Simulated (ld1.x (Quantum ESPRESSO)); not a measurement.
revPBE RRKJ dataset for chromium (Cr), scalar-relativistic all-electron reference.

ld1.x (Quantum ESPRESSO) 7.5 input, shortened:

```
&input
   title='Cr', zed=24., rel=1, dft='REVPBE', iswitch=3,
   config='[Ar] 3d3 4s0 4p0'
 /
 &inputp
   pseudotype=2, tm=.false., lloc=0,
   nlcc=.false.
 /
3
3P  2  1   6.00   0.00  1.55  1.55  0.0
3D  3  2   3.00   0.00  1.35  1.35  0.0
3S  1  0   2.00   0.00  0.95  0.95  0.0
 &test
   configts(1)='3s2 3p6 3d3 4s0 4p0'
 /
```

All-electron outer shells of the reference configuration (revPBE, scalar-relativistic, ld1.x):

| shell | level (eV) | outermost node (bohr) | outermost maximum (bohr) |
| --- | --- | --- | --- |
| 2p | -601.00 | – | 0.20 |
| 3s | -112.74 | 0.36 | 0.78 |
| 3p | -83.71 | 0.33 | 0.80 |
| 3d | -39.03 | – | 0.80 |
| 4s | -28.93 | 1.08 | 2.19 |
| 4p | -22.69 | 1.16 | 2.51 |

Calculated quality:

```json
{"Cutoffs needed": "140 Ry and 260 Ry (the cutoffs (Ry, on a coarse ladder) from which the occupation-weighted sum of valence levels, in a spherical-Bessel basis at the reference potential, stays within 10 and 1 mRy of its value at 400 Ry)", "Ghost test": "no extra level below or beside the all-electron valence levels (p, d, s, f tested) (spherical-Bessel basis up to 400 Ry, 20 bohr box)", "Largest excitation error": "+66 meV (all-electron minus pseudo) for 3s2 3p6 3d4 4s1 4p1, out of 7 test configurations"}
```

Generation and tests took about 2.7 s on one core of a shared server CPU.
